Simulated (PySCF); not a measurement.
W (tungsten, neutral) across methods

[Xe] 4f14 5d6, high-spin 5D determinant (an excited configuration). Calculation: PySCF 2.14, in x2c-TZVPPall with one added diffuse shell each of s, p, d, f type (12s8p8d4f1g, 113 functions); the spin-free X2C one-electron Hamiltonian (Gaussian nucleus).

```
method   E (hartree)  mean ε 4f β (eV)  mean ε 5d α (eV)  mean ε 5d β (eV)  Σ⟨r²⟩ (bohr²)   ⟨S²⟩
   UHF  -16138.05878           -46.120            -7.113            -3.052          66.46  6.077
   PBE     -16143.35           -29.697            -3.227            -1.385          67.02  6.013
r2SCAN     -16143.43           -29.826            -3.256            -1.418          65.96  6.018
   LDA     -16133.00           -30.034            -3.349            -1.494          66.53  6.010
  PBE0     -16143.12           -33.849            -4.192            -2.058          65.67  6.015
```

Spin-orbit coupling, absent here, splits the open shell strongly. ⟨S²⟩ = 6.08 against 6.00 shows spin contamination.
